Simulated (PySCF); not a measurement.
C3H9Ge, SMILES [CH3][Ge]([CH3])[CH3], multiplicity 2. Geometry optimised at ωB97X-D3(BJ)/def2-SVP. The isomer is the one that the SMILES or the coordinates give; other isomers of the formula were not compared.

Computed equilibrium geometry at ωB97X-D3(BJ)/def2-SVP (PySCF confirms it by a frequency run) as a Z-matrix, and its point group:
point group C3v.
```
Ge
C 1 1.9660
H 2 1.1004 1 111.07
H 2 1.1004 3 108.52 1 122.37
H 2 1.1037 3 108.36 4 117.46
C 1 1.9660 2 109.23 3 -59.86
H 6 1.1004 1 111.07 2 59.86
H 6 1.1004 7 108.52 1 -122.37
H 6 1.1037 7 108.36 8 -117.46
C 1 1.9660 2 109.23 3 -179.26
H 10 1.1004 1 111.07 2 179.26
H 10 1.1004 11 108.52 1 -122.37
H 10 1.1037 11 108.36 12 -117.46
```
Charge 0, spin multiplicity 2.
